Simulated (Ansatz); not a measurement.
A short molecular-dynamics run on C$_{3}$H$_{5}$ClGe (`CC#[C][GeH2][Cl]`).

```yaml
crystal:
  periodic: [false, false, false]
  atoms:
    - {symbol: C, position_ang: [-1.403176, -1.737383, 0.486274]}
    - {symbol: C, position_ang: [-0.477871, -0.659255, 0.212529]}
    - {symbol: C, position_ang: [0.290876, 0.242751, -0.020082]}
    - {symbol: Ge, position_ang: [1.492572, 1.643947, -0.377789]}
    - {symbol: Cl, position_ang: [0.618685, 2.920356, -1.880480]}
    - {symbol: H, position_ang: [-2.293930, -1.363725, 0.996772]}
    - {symbol: H, position_ang: [-0.938168, -2.494186, 1.122583]}
    - {symbol: H, position_ang: [-1.718848, -2.220517, -0.441461]}
    - {symbol: H, position_ang: [1.710525, 2.509921, 0.865662]}
    - {symbol: H, position_ang: [2.802237, 1.106991, -0.960909]}
basis:
  gaussian: {orbitals: "6-31G*"}
hamiltonian: {xc: {name: revPBE}}
md: {timestep: 2 fs, n_steps: 50, ensemble: nvt_langevin, temperature: 300, initial_velocities: maxwell_boltzmann, friction: 0.01, seed: 409}
```

```sh
$ ansatz run in.yaml --threads 4 --pin off --events-out ev --progress --plain --max-ram 10444MiB
```

```json
{"step": "0", "time (fs)": "0.0", "potential energy (eV)": "-72217.2180", "kinetic (eV)": "0.3490", "T (K)": "270", "conserved (eV)": "–"}
{"step": "1", "time (fs)": "2.0", "potential energy (eV)": "-72217.1942", "kinetic (eV)": "0.3579", "T (K)": "277", "conserved (eV)": "–"}
{"step": "2", "time (fs)": "4.0", "potential energy (eV)": "-72217.1306", "kinetic (eV)": "0.2442", "T (K)": "189", "conserved (eV)": "–"}
{"step": "3", "time (fs)": "6.0", "potential energy (eV)": "-72217.0734", "kinetic (eV)": "0.2059", "T (K)": "159", "conserved (eV)": "–"}
{"step": "4", "time (fs)": "8.0", "potential energy (eV)": "-72217.1118", "kinetic (eV)": "0.2792", "T (K)": "216", "conserved (eV)": "–"}
{"step": "5", "time (fs)": "10.0", "potential energy (eV)": "-72217.1494", "kinetic (eV)": "0.3250", "T (K)": "251", "conserved (eV)": "–"}
{"step": "6", "time (fs)": "12.0", "potential energy (eV)": "-72217.1485", "kinetic (eV)": "0.3204", "T (K)": "248", "conserved (eV)": "–"}
{"step": "7", "time (fs)": "14.0", "potential energy (eV)": "-72217.1063", "kinetic (eV)": "0.2607", "T (K)": "202", "conserved (eV)": "–"}
{"step": "8", "time (fs)": "16.0", "potential energy (eV)": "-72217.1224", "kinetic (eV)": "0.2966", "T (K)": "229", "conserved (eV)": "–"}
{"step": "9", "time (fs)": "18.0", "potential energy (eV)": "-72217.1537", "kinetic (eV)": "0.3162", "T (K)": "245", "conserved (eV)": "–"}
{"step": "10", "time (fs)": "20.0", "potential energy (eV)": "-72217.1708", "kinetic (eV)": "0.2803", "T (K)": "217", "conserved (eV)": "–"}
{"step": "11", "time (fs)": "22.0", "potential energy (eV)": "-72217.1662", "kinetic (eV)": "0.2998", "T (K)": "232", "conserved (eV)": "–"}
{"step": "12", "time (fs)": "24.0", "potential energy (eV)": "-72217.1614", "kinetic (eV)": "0.2984", "T (K)": "231", "conserved (eV)": "–"}
{"step": "13", "time (fs)": "26.0", "potential energy (eV)": "-72217.1438", "kinetic (eV)": "0.2255", "T (K)": "174", "conserved (eV)": "–"}
{"step": "14", "time (fs)": "28.0", "potential energy (eV)": "-72217.1353", "kinetic (eV)": "0.2262", "T (K)": "175", "conserved (eV)": "–"}
{"step": "15", "time (fs)": "30.0", "potential energy (eV)": "-72217.1421", "kinetic (eV)": "0.2379", "T (K)": "184", "conserved (eV)": "–"}
{"step": "16", "time (fs)": "32.0", "potential energy (eV)": "-72217.1708", "kinetic (eV)": "0.2633", "T (K)": "204", "conserved (eV)": "–"}
{"step": "17", "time (fs)": "34.0", "potential energy (eV)": "-72217.1302", "kinetic (eV)": "0.2767", "T (K)": "214", "conserved (eV)": "–"}
{"step": "18", "time (fs)": "36.0", "potential energy (eV)": "-72217.1229", "kinetic (eV)": "0.2619", "T (K)": "203", "conserved (eV)": "–"}
{"step": "19", "time (fs)": "38.0", "potential energy (eV)": "-72217.1638", "kinetic (eV)": "0.3142", "T (K)": "243", "conserved (eV)": "–"}
{"step": "20", "time (fs)": "40.0", "potential energy (eV)": "-72217.1638", "kinetic (eV)": "0.3617", "T (K)": "280", "conserved (eV)": "–"}
{"step": "21", "time (fs)": "42.0", "potential energy (eV)": "-72217.1325", "kinetic (eV)": "0.2915", "T (K)": "225", "conserved (eV)": "–"}
{"step": "22", "time (fs)": "44.0", "potential energy (eV)": "-72217.1098", "kinetic (eV)": "0.2554", "T (K)": "198", "conserved (eV)": "–"}
{"step": "23", "time (fs)": "46.0", "potential energy (eV)": "-72217.1370", "kinetic (eV)": "0.2535", "T (K)": "196", "conserved (eV)": "–"}
{"step": "24", "time (fs)": "48.0", "potential energy (eV)": "-72217.1322", "kinetic (eV)": "0.2209", "T (K)": "171", "conserved (eV)": "–"}
{"step": "25", "time (fs)": "50.0", "potential energy (eV)": "-72217.0806", "kinetic (eV)": "0.1811", "T (K)": "140", "conserved (eV)": "–"}
{"step": "26", "time (fs)": "52.0", "potential energy (eV)": "-72217.0958", "kinetic (eV)": "0.1885", "T (K)": "146", "conserved (eV)": "–"}
{"step": "27", "time (fs)": "54.0", "potential energy (eV)": "-72217.1467", "kinetic (eV)": "0.2617", "T (K)": "202", "conserved (eV)": "–"}
{"step": "28", "time (fs)": "56.0", "potential energy (eV)": "-72217.1275", "kinetic (eV)": "0.2542", "T (K)": "197", "conserved (eV)": "–"}
{"step": "29", "time (fs)": "58.0", "potential energy (eV)": "-72217.1139", "kinetic (eV)": "0.2914", "T (K)": "225", "conserved (eV)": "–"}
{"step": "30", "time (fs)": "60.0", "potential energy (eV)": "-72217.1390", "kinetic (eV)": "0.3170", "T (K)": "245", "conserved (eV)": "–"}
{"step": "31", "time (fs)": "62.0", "potential energy (eV)": "-72217.1522", "kinetic (eV)": "0.3205", "T (K)": "248", "conserved (eV)": "–"}
{"step": "32", "time (fs)": "64.0", "potential energy (eV)": "-72217.1339", "kinetic (eV)": "0.3007", "T (K)": "233", "conserved (eV)": "–"}
{"step": "33", "time (fs)": "66.0", "potential energy (eV)": "-72217.1008", "kinetic (eV)": "0.2846", "T (K)": "220", "conserved (eV)": "–"}
{"step": "34", "time (fs)": "68.0", "potential energy (eV)": "-72217.1035", "kinetic (eV)": "0.3197", "T (K)": "247", "conserved (eV)": "–"}
{"step": "35", "time (fs)": "70.0", "potential energy (eV)": "-72217.0860", "kinetic (eV)": "0.3287", "T (K)": "254", "conserved (eV)": "–"}
{"step": "36", "time (fs)": "72.0", "potential energy (eV)": "-72217.0341", "kinetic (eV)": "0.2608", "T (K)": "202", "conserved (eV)": "–"}
{"step": "37", "time (fs)": "74.0", "potential energy (eV)": "-72217.0681", "kinetic (eV)": "0.2977", "T (K)": "230", "conserved (eV)": "–"}
{"step": "38", "time (fs)": "76.0", "potential energy (eV)": "-72217.0774", "kinetic (eV)": "0.2949", "T (K)": "228", "conserved (eV)": "–"}
{"step": "39", "time (fs)": "78.0", "potential energy (eV)": "-72217.0464", "kinetic (eV)": "0.2699", "T (K)": "209", "conserved (eV)": "–"}
{"step": "40", "time (fs)": "80.0", "potential energy (eV)": "-72217.0940", "kinetic (eV)": "0.3464", "T (K)": "268", "conserved (eV)": "–"}
{"step": "41", "time (fs)": "82.0", "potential energy (eV)": "-72217.0734", "kinetic (eV)": "0.3377", "T (K)": "261", "conserved (eV)": "–"}
{"step": "42", "time (fs)": "84.0", "potential energy (eV)": "-72217.0195", "kinetic (eV)": "0.2579", "T (K)": "200", "conserved (eV)": "–"}
{"step": "43", "time (fs)": "86.0", "potential energy (eV)": "-72217.0295", "kinetic (eV)": "0.2472", "T (K)": "191", "conserved (eV)": "–"}
{"step": "44", "time (fs)": "88.0", "potential energy (eV)": "-72217.0771", "kinetic (eV)": "0.2762", "T (K)": "214", "conserved (eV)": "–"}
{"step": "45", "time (fs)": "90.0", "potential energy (eV)": "-72217.0315", "kinetic (eV)": "0.2806", "T (K)": "217", "conserved (eV)": "–"}
{"step": "46", "time (fs)": "92.0", "potential energy (eV)": "-72216.9951", "kinetic (eV)": "0.2630", "T (K)": "203", "conserved (eV)": "–"}
{"step": "47", "time (fs)": "94.0", "potential energy (eV)": "-72217.0754", "kinetic (eV)": "0.3164", "T (K)": "245", "conserved (eV)": "–"}
{"step": "48", "time (fs)": "96.0", "potential energy (eV)": "-72217.1098", "kinetic (eV)": "0.3375", "T (K)": "261", "conserved (eV)": "–"}
{"step": "49", "time (fs)": "98.0", "potential energy (eV)": "-72217.0414", "kinetic (eV)": "0.2492", "T (K)": "193", "conserved (eV)": "–"}
{"step": "50", "time (fs)": "100.0", "potential energy (eV)": "-72217.0962", "kinetic (eV)": "0.2921", "T (K)": "226", "conserved (eV)": "–"}
```

Velocities are drawn at the set temperature; a run this short doesn't reach equilibrium.

Frames (Å, forces in eV/Å):

```xyz
10
time=0.0 fs
C    -1.403   -1.737    0.486   -0.014   -0.013    0.004
C    -0.478   -0.659    0.213   -1.050   -1.234    0.319
C     0.291    0.243   -0.020    1.322    1.510   -0.369
Ge    1.493    1.644   -0.378    0.033   -0.339    0.281
Cl    0.619    2.920   -1.880   -0.251    0.442   -0.489
H    -2.294   -1.364    0.997   -0.364    0.087    0.198
H    -0.938   -2.494    1.123    0.127   -0.324    0.243
H    -1.719   -2.221   -0.441   -0.155   -0.224   -0.324
H     1.711    2.510    0.866    0.062    0.193    0.258
H     2.802    1.107   -0.961    0.289   -0.098   -0.121
10
time=6.0 fs
C    -1.423   -1.754    0.459   -0.018   -0.173    0.036
C    -0.514   -0.627    0.211    0.468    0.166   -0.538
C     0.294    0.280   -0.030   -1.085   -1.229    0.387
Ge    1.503    1.640   -0.365    0.486    0.701    0.937
Cl    0.624    2.919   -1.879   -0.131    0.395   -0.399
H    -2.304   -1.363    1.046    0.613   -0.758   -0.008
H    -0.839   -2.602    0.922   -0.671    0.681    0.324
H    -1.831   -2.232   -0.463    0.115    0.536   -0.018
H     1.621    2.544    0.982    0.193   -0.531   -0.904
H     2.796    1.036   -0.990    0.029    0.211    0.182
10
time=12.0 fs
C    -1.435   -1.771    0.436    0.400    0.868   -0.567
C    -0.537   -0.600    0.199   -0.748   -1.315    0.220
C     0.282    0.283   -0.023   -0.088   -0.143   -0.006
Ge    1.517    1.642   -0.344    0.505   -0.666   -0.831
Cl    0.629    2.913   -1.882    0.025    0.263   -0.240
H    -2.221   -1.536    1.155   -0.363    0.232    0.278
H    -0.869   -2.607    0.861    0.198   -0.268   -0.091
H    -1.931   -2.081   -0.512    0.226   -0.017    0.251
H     1.587    2.459    0.913    0.368    0.591    0.636
H     2.859    1.009   -0.943   -0.522    0.455    0.350
10
time=18.0 fs
C    -1.450   -1.780    0.401    0.069    0.947    1.533
C    -0.563   -0.605    0.197    0.050   -0.451    0.211
C     0.268    0.285   -0.004   -0.361   -0.417    0.096
Ge    1.528    1.650   -0.323   -0.851    0.429    0.613
Cl    0.632    2.912   -1.890    0.185    0.071   -0.054
H    -2.181   -1.638    1.264    0.443    0.235   -0.927
H    -0.865   -2.651    0.744    0.135   -0.133   -0.475
H    -1.996   -1.965   -0.518   -0.360   -0.440   -0.389
H     1.637    2.539    0.968    0.111   -0.111   -0.324
H     2.839    1.068   -0.799    0.579   -0.129   -0.285
10
time=24.0 fs
C    -1.470   -1.779    0.380    0.203   -0.063   -1.403
C    -0.590   -0.619    0.205    0.697    0.492   -0.291
C     0.245    0.279    0.025   -0.157   -0.235    0.119
Ge    1.529    1.662   -0.302   -0.106   -0.106    0.367
Cl    0.632    2.908   -1.896    0.253   -0.061    0.046
H    -2.134   -1.614    1.223   -0.332   -0.237    0.525
H    -0.815   -2.677    0.513   -0.575    0.214    0.116
H    -2.116   -1.935   -0.552    0.637    0.094    0.909
H     1.720    2.617    0.942   -0.123   -0.263   -0.322
H     2.939    1.081   -0.730   -0.498    0.164   -0.067
10
time=30.0 fs
C    -1.489   -1.771    0.349    0.248    0.484    0.546
C    -0.593   -0.627    0.204   -0.235   -0.493   -0.026
C     0.221    0.274    0.067    1.241    1.296   -0.164
Ge    1.528    1.674   -0.283   -0.574   -0.959   -0.424
Cl    0.643    2.902   -1.899    0.226   -0.109    0.063
H    -2.116   -1.662    1.252    0.083   -0.233    0.041
H    -0.908   -2.694    0.368    0.183   -0.422    0.337
H    -2.148   -1.865   -0.497   -0.688    0.076   -0.815
H     1.791    2.645    0.845   -0.138    0.380    0.633
H     2.929    1.098   -0.694   -0.346   -0.021   -0.190
10
time=36.0 fs
C    -1.518   -1.750    0.326   -0.595   -0.902   -0.055
C    -0.601   -0.631    0.209    1.213    0.925    0.025
C     0.222    0.295    0.103   -0.137   -0.205    0.031
Ge    1.529    1.684   -0.265   -1.243    0.298    0.628
Cl    0.652    2.895   -1.904    0.199   -0.110    0.115
H    -2.060   -1.777    1.304   -0.001    0.338   -0.439
H    -1.016   -2.755    0.292    0.050    0.595   -0.205
H    -2.252   -1.727   -0.528    0.222   -0.054    0.611
H     1.838    2.731    0.894   -0.355   -0.483   -0.293
H     2.842    1.101   -0.708    0.647   -0.403   -0.419
10
time=42.0 fs
C    -1.560   -1.752    0.302    0.369    1.417   -0.627
C    -0.589   -0.609    0.209   -0.756   -1.215    0.194
C     0.223    0.309    0.138    0.883    0.915   -0.179
Ge    1.527    1.702   -0.246    0.041   -1.236   -0.687
Cl    0.666    2.881   -1.907    0.112   -0.006    0.092
H    -2.029   -1.791    1.279   -0.266    0.099    0.640
H    -1.078   -2.718    0.144    0.232   -0.281   -0.277
H    -2.370   -1.590   -0.447    0.266   -0.247    0.157
H     1.768    2.696    0.896    0.007    0.090    0.257
H     2.896    1.027   -0.823   -0.887    0.465    0.430
10
time=48.0 fs
C    -1.580   -1.735    0.285    1.158    0.990    0.873
C    -0.580   -0.616    0.214    0.284    0.360    0.039
C     0.237    0.325    0.171   -0.477   -0.635   -0.113
Ge    1.524    1.709   -0.234   -1.038   -0.636   -0.077
Cl    0.682    2.868   -1.906   -0.044    0.179    0.020
H    -2.005   -1.783    1.324    0.385   -0.323   -0.492
H    -1.101   -2.679   -0.040   -0.243    0.018    0.274
H    -2.410   -1.504   -0.364   -0.640    0.072   -0.666
H     1.712    2.667    0.959    0.150    0.040    0.032
H     2.735    1.051   -0.891    0.466   -0.063    0.111
10
time=54.0 fs
C    -1.579   -1.698    0.274    0.292    0.193   -0.631
C    -0.560   -0.628    0.238    0.064    0.409   -0.245
C     0.234    0.322    0.189   -0.039   -0.168   -0.121
Ge    1.513    1.711   -0.222   -0.701   -0.636    0.210
Cl    0.695    2.860   -1.906   -0.122    0.266    0.053
H    -1.897   -1.852    1.312   -0.240   -0.228    0.158
H    -1.181   -2.650   -0.149   -0.028    0.232    0.302
H    -2.465   -1.438   -0.362    0.345    0.052    0.413
H     1.729    2.633    1.035    0.090   -0.163   -0.421
H     2.704    1.036   -0.931    0.338    0.042    0.282
10
time=60.0 fs
C    -1.576   -1.653    0.253    0.233   -0.364    0.567
C    -0.534   -0.627    0.262   -0.730   -0.397   -0.248
C     0.234    0.322    0.195    0.831    0.859   -0.111
Ge    1.494    1.708   -0.206    0.526   -1.308   -0.572
Cl    0.706    2.850   -1.899   -0.166    0.314    0.051
H    -1.836   -1.960    1.286   -0.212    0.225   -0.051
H    -1.253   -2.587   -0.224    0.275   -0.129   -0.303
H    -2.473   -1.317   -0.283   -0.185    0.171    0.052
H     1.828    2.562    1.026   -0.044    0.285    0.064
H     2.782    1.034   -0.896   -0.528    0.344    0.549
10
time=66.0 fs
C    -1.559   -1.622    0.243   -0.729   -1.101    0.003
C    -0.524   -0.630    0.279    1.039    1.683   -0.236
C     0.248    0.340    0.192   -0.757   -1.046    0.199
Ge    1.474    1.704   -0.190    0.161    0.090    0.588
Cl    0.719    2.834   -1.898   -0.180    0.363   -0.014
H    -1.829   -2.006    1.254    0.186    0.025   -0.249
H    -1.264   -2.498   -0.402   -0.255    0.464    0.386
H    -2.488   -1.169   -0.171    0.190   -0.182   -0.036
H     1.881    2.546    1.074   -0.395    0.103   -0.324
H     2.740    1.109   -0.741    0.742   -0.398   -0.316
10
time=72.0 fs
C    -1.547   -1.614    0.240   -0.211    1.231   -0.015
C    -0.501   -0.589    0.292   -2.203   -2.348    0.197
C     0.248    0.342    0.186    1.672    1.928   -0.117
Ge    1.458    1.702   -0.172    1.753   -0.193    0.147
Cl    0.727    2.820   -1.897   -0.075    0.262   -0.037
H    -1.782   -2.072    1.195    0.220   -0.500    0.517
H    -1.316   -2.331   -0.533    0.113   -0.789   -0.338
H    -2.478   -1.100   -0.055   -0.142   -0.013   -0.166
H     1.785    2.576    1.086   -0.343    0.138   -0.273
H     2.884    1.083   -0.614   -0.784    0.284    0.084
10
time=78.0 fs
C    -1.543   -1.596    0.234   -0.501   -1.673   -0.033
C    -0.517   -0.593    0.298    1.701    2.062   -0.421
C     0.274    0.370    0.174   -2.423   -3.086    0.601
Ge    1.449    1.697   -0.159    1.624    1.177    0.014
Cl    0.731    2.814   -1.895   -0.038    0.188   -0.198
H    -1.653   -2.226    1.185    0.047    0.737   -0.949
H    -1.367   -2.314   -0.635    0.007    0.523    0.808
H    -2.494   -1.088   -0.009   -0.209   -0.137    0.270
H     1.564    2.672    1.038   -0.060    0.156   -0.009
H     2.870    1.147   -0.504   -0.147    0.054   -0.084
10
time=84.0 fs
C    -1.550   -1.595    0.224   -0.017    0.445    0.513
C    -0.507   -0.576    0.279   -2.991   -3.293    0.045
C     0.260    0.324    0.161    2.396    2.447   -0.194
Ge    1.446    1.694   -0.146   -0.443    1.681    0.561
Cl    0.734    2.816   -1.896    0.028    0.000   -0.280
H    -1.550   -2.261    1.081   -0.061   -0.129    0.803
H    -1.412   -2.271   -0.601    0.129   -0.353   -1.064
H    -2.535   -1.110    0.143   -0.141   -0.079   -0.007
H     1.315    2.808    0.972    0.234   -0.442   -0.204
H     2.842    1.233   -0.423    0.865   -0.276   -0.172
10
time=90.0 fs
C    -1.565   -1.620    0.225   -0.918   -0.747    0.013
C    -0.548   -0.603    0.262    1.396    1.794   -0.469
C     0.286    0.317    0.147   -1.723   -2.333    0.386
Ge    1.444    1.699   -0.132    1.451    1.134   -0.497
Cl    0.738    2.825   -1.903    0.083   -0.115   -0.261
H    -1.478   -2.293    1.112   -0.089    0.073   -0.348
H    -1.449   -2.240   -0.715   -0.251    0.370    0.695
H    -2.605   -1.163    0.259    0.796   -0.392   -0.151
H     1.194    2.823    0.896    0.339   -0.080    0.343
H     2.990    1.258   -0.423   -1.083    0.295    0.288
10
time=96.0 fs
C    -1.597   -1.656    0.224    1.055    0.155    0.836
C    -0.561   -0.602    0.235   -0.811   -0.563   -0.162
C     0.294    0.271    0.150    0.197   -0.029    0.022
Ge    1.451    1.706   -0.119   -0.965    1.127   -0.299
Cl    0.740    2.832   -1.916    0.129   -0.262   -0.008
H    -1.420   -2.351    1.089   -0.135    0.059   -0.695
H    -1.582   -2.154   -0.746    0.176   -0.592   -0.228
H    -2.597   -1.260    0.327   -0.662    0.513    0.231
H     1.213    2.829    0.901    0.143   -0.039    0.418
H     2.889    1.393   -0.376    0.874   -0.370   -0.114
10
time=100.0 fs
C    -1.610   -1.670    0.227   -0.059    0.088    0.078
C    -0.570   -0.602    0.220   -3.179   -3.149    0.161
C     0.289    0.231    0.158    2.704    2.693   -0.281
Ge    1.454    1.711   -0.112   -1.041    0.924    0.083
Cl    0.741    2.833   -1.921    0.166   -0.335    0.210
H    -1.423   -2.445    1.018    0.056    0.396   -0.438
H    -1.656   -2.176   -0.767    0.199    0.084    0.346
H    -2.649   -1.286    0.403    0.586    0.113    0.026
H     1.264    2.839    0.974    0.077   -0.466   -0.083
H     2.922    1.425   -0.355    0.490   -0.348   -0.102
```

It took 61 s on 4 threads of an Arm Neoverse V1 on a shared host, with 0.16 GiB of host memory at the peak.
